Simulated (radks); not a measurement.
Values are calculated unless marked as measured or tabulated.
Neutral promethium, 61 electrons, occupied as [Xe] 4f5 6s2.

Level of theory: scalar-relativistic Kohn-Sham, exchange-only B88, spin-polarised, spherical densities, point nucleus; open shells are filled with parallel spins first (spin-orbit coupling, left out, can overturn this in heavy ions) (a radial shooting solver on a logarithmic mesh with Libxc functionals).

Energy parts (hartree):
total: -10018.3555
kinetic: 10689.5772
electron-nucleus: -24366.5411
Hartree: 3885.0204
exchange: -226.4120

Orbitals (lengths in bohr, moments of r in powers of bohr; <r^-3> diverges for s and p1/2; r(max) is where P^2 peaks):
orbital  occ.  eigenvalue (hartree)   r(max)   <1/r>      <r^2>  <r^-3>
1s up       1             -1654.766  0.01479   67.44  0.0007315       -
1s down     1             -1654.766  0.01479   67.44  0.0007315       -
2s up       1             -268.9866  0.08379   15.59    0.01156       -
2s down     1             -268.9861  0.08379   15.59    0.01156       -
2p up       3             -240.2082  0.06761   14.67   0.009259    9581
2p down     3             -240.2079  0.06761   14.67   0.009259    9581
3s up       1             -58.61796   0.2386   5.693    0.07759       -
3s down     1             -58.56340   0.2386   5.697    0.07750       -
3p up       3             -49.58358   0.2338   5.373    0.07767    1964
3p down     3             -49.52932   0.2337   5.377    0.07755    1968
3d up       5             -37.19544   0.1918   5.099    0.06573   267.5
3d down     5             -37.15356   0.1917   5.103    0.06559   267.9
4s up       1             -11.66126   0.5520   2.387     0.3970       -
4s down     1             -11.51377   0.5517   2.388     0.3966       -
4p up       3              -8.69809   0.5761   2.197     0.4487   430.3
4p down     3              -8.54977   0.5758   2.198     0.4483   430.5
4d up       5              -4.51482   0.6027   1.923     0.5506   48.39
4d down     5              -4.36576   0.6021   1.923     0.5511   48.39
4f up       5              -0.08314   0.6370   1.310      1.543   5.540
5s up       1              -1.53619    1.285  0.9234      2.316       -
5s down     1              -1.44060    1.297  0.9075      2.386       -
5p up       3              -0.82374    1.458  0.7757      3.238   58.10
5p down     3              -0.75070    1.480  0.7560      3.393   54.28
6s up       1              -0.11258    3.680  0.2862      22.10       -
6s down     1              -0.10292    3.836  0.2732      24.19       -

The highest occupied level is 4f up at -2.262 eV. Summed over all electrons, <r^2> = 88.95 bohr^2, which gives a Langevin (diamagnetic) susceptibility term of -70.5 x 10^-6 cm^3/mol.
